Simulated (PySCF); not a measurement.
Gas-phase reaction: 3 GaH(CH₃)₂ + 2 C₃H₅ (allyl) ⇌ 3 Ga(CH₃)₃ + C₃H₄ (propyne)

Computed with PySCF and rigid-rotor harmonic-oscillator thermochemistry at 1 bar. S°(298 K) at PBE0/def2-TZVP differs from the NASA 1993 table for C₃H₅ (allyl) (-17 J/mol/K); whether the harmonic model or the table's entry is off was not settled. † marks an energy on the PBE0/def2-TZVP geometry and frequencies; other levels use their own. MP2 and CCSD(T) freeze the core. 6-31G* has spherical d functions here. Open shells (unrestricted): C₃H₅ (allyl) (multiplicity 2); the rest are closed-shell singlets. B3LYP is the form with VWN-RPA correlation. Ga: all electrons, no relativistic terms. Methyl groups turn as free rotors in GaH(CH₃)₂, Ga(CH₃)₃. GaH(CH₃)₂: computed as isolated molecules; such fragments, hydroxides, amides, oligomers or adducts are transient or little studied in the gas. MP2 isn't extrapolated to the basis-set limit; its ΔH°(298 K) is -357.6 kJ in def2-SVP and -400.2 kJ in def2-TZVPP. CCSD(T) isn't extrapolated to the basis-set limit. The harmonic model lacks anharmonicity and excited electronic states, which grow with temperature; levels with a mode under 35 cm⁻¹ are left out. Warning, spin contamination: C₃H₅ (allyl) (CCSD(T)/def2-SVP†, HF/def2-TZVP†, MP2/def2-SVP†, MP2/def2-TZVPP†).

```
level               ΔE electronic, kJ  ΔH°(298 K), kJ  ΔS°(298 K), J/K  ΔG°(1000 K), kJ
------------------  -----------------  --------------  ---------------  ---------------
B3LYP/6-31G*                     -278            -248             -159              -88
BLYP/def2-TZVP†                  -270            -242             -159              -83
CCSD(T)/def2-SVP†                -301            -273             -159             -114
HF/def2-TZVP†                    -149            -121             -159               38
MP2/def2-SVP†                    -385            -358             -159             -198
MP2/def2-TZVPP†                  -427            -400             -159             -241
PBE0/def2-QZVP†                  -299            -272             -159             -112
PBE0/def2-SVP†                   -287            -260             -159             -100
PBE0/def2-TZVP                   -298            -271             -159             -112
LDA/def2-TZVP†                   -354            -327             -159             -168
ωB97X-V/def2-TZVP†               -321            -293             -159             -134
```
ΔH° is lowest at MP2/def2-TZVPP† and highest at HF/def2-TZVP†. No reference value is set beside these.
